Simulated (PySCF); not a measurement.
**Working out the excitation energy of Be**

Be [He] 2s2 (1S) → Be [He] 2p2 (3P). All numbers are calculated (PySCF 2.14, the non-relativistic Hamiltonian (point nucleus), in aug-pcseg-2 (5s3p2d, 24 functions)). Frozen: 1s2. Energies in hartree (1 hartree = 27.21139 eV):

```csv
part,Be (lower),Be (upper)
UHF,-14.570211,-14.330183
MP2 opposite-spin,-0.024300,0.000000
MP2 same-spin,0.000000,-0.004744
```

Question: What does Hartree-Fock give?

Answer: (-14.330183) − (-14.570211) = 0.240028 hartree = 6.531 eV.

Question: What do MP2 and SCS-MP2 (6/5 opposite-spin, 1/3 same-spin) give?

Answer: The opposite-spin parts differ by 0.661 eV and the same-spin parts by -0.129 eV. MP2: 6.531 + (0.661) + (-0.129) = 7.063 eV. SCS-MP2: 6.531 + 1.2 × (0.661) + (-0.129)/3 = 7.281 eV.

Measured between the centres of the two terms (NIST): 7.401 eV, so MP2 (valence) is off by -0.338 eV.

What remains against the reference includes basis incompleteness, the frozen core and correlation beyond second order.
